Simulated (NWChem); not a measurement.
# Atomisation of CCl$_{2}$F

```xyz
4

F     -1.6167    -0.0638     0.0000
C     -0.3456     0.3280     0.0000
Cl     0.4889    -0.0410    -1.4815
Cl     0.4889    -0.0410     1.4815
```
Charge 0, spin multiplicity 2.

Program: NWChem. The geometry was optimised at UPBE/def2-SVP, a minimum by its harmonic frequencies.

Basis set: def2-TZVP. The atomisation energy is electronic alone: no zero-point, thermal, spin-orbit or counterpoise terms. No value is extrapolated to the basis-set limit. Free atoms are single determinants with multiplicities F 2, C 3, Cl 2. Correlated methods freeze the same cores in atoms and molecule, 12 orbitals in all.

Relative cost: rough, from shared machines, SCF included, PBE0 = 1. Costs are the molecule's.

B3LYP has NWChem's definition, with VWN1-RPA local correlation. The structure started from a generated list of species. The unpaired electrons of the parent sit in orbitals of symmetry a' (Cs labels of the run); other states weren't searched. No SCF solution was tested for a lower state. Open-shell Hartree-Fock references start from PBE0 orbitals; any time given for them includes that run.

```tsv
method	atomisation energy (kcal/mol)	relative cost
PBE	299.7	under 3
MP2	279.3	5
PBE0	282.8	1
M06-2X	…	under 3
HF	…	under 3
r2SCAN	…	under 3
B3LYP	…	under 3
TPSS	281.4	under 3
```

**Question.** What belongs in the gaps?

**Answer.** 
- M06-2X, atomisation energy (kcal/mol): 276.9
- HF, atomisation energy (kcal/mol): 167.9
- r2SCAN, atomisation energy (kcal/mol): 285.3
- B3LYP, atomisation energy (kcal/mol): 269.8
